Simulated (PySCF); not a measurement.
CH5AlF2O2Si, SMILES [SiH]([CH2][Al]([OH])[OH])(F)F.

The structure is a stationary point at B3LYP-D3(BJ)/def2-SVP. The structure was generated by enumeration; whether it is a known compound was not checked. Other conformers were not sampled.

All values below come from B3LYP-D3(BJ)/def2-SVP in PySCF.

Frequencies are harmonic and unscaled.

Computed vibrational spectrum:
```
mode  ν (cm⁻¹)  IR (km/mol)    moving atoms (share of kinetic energy)
----  --------  -----------  ----------------------------------------
1           49          0.5                     F 50 %, O 32 %, H 9 %
2          123          3.2                     O 49 %, F 31 %, H 8 %
3          155          6.7           F 38 %, O 31 %, Al 12 %, H 10 %
4          164          0.7           O 36 %, F 31 %, Al 16 %, Si 8 %
5          170          4.2                                    H 92 %
6          205         17.9  O 29 %, H 27 %, Al 19 %, F 11 %, Si 10 %
7          236          9.5            Al 34 %, O 28 %, H 23 %, F 8 %
8          265         22.8    H 39 %, F 21 %, C 12 %, O 12 %, Si 9 %
9          287        277.0                    H 57 %, O 22 %, Al 9 %
10         305         51.0                   F 75 %, Si 11 %, H 11 %
11         392          5.5  Si 28 %, Al 23 %, F 19 %, H 17 %, O 10 %
12         487        298.3                            H 88 %, O 11 %
13         567         12.7                            H 66 %, O 26 %
14         588          9.6                    C 43 %, H 23 %, O 20 %
15         618         57.3                            H 47 %, C 36 %
16         714         92.2                           F 59 %, Si 29 %
17         724         13.6                            H 60 %, C 30 %
18         794         80.5                            H 67 %, O 13 %
19         816         47.1                   H 41 %, O 30 %, Al 23 %
20         849        195.3                   H 44 %, Si 22 %, C 22 %
21         881          8.1                    H 55 %, F 26 %, Si 9 %
22         902        185.6                            H 63 %, C 28 %
23         936        148.0                    Al 49 %, O 40 %, H 9 %
24         977        249.2                   Si 39 %, H 34 %, F 20 %
25        1358         23.9                            H 90 %, C 10 %
26        2311        117.4                                    H 96 %
27        3082          1.7                                    H 95 %
28        3153          0.7                            H 90 %, C 10 %
29        3943         50.5                                    H 94 %
30        3947        100.8                                    H 94 %
```
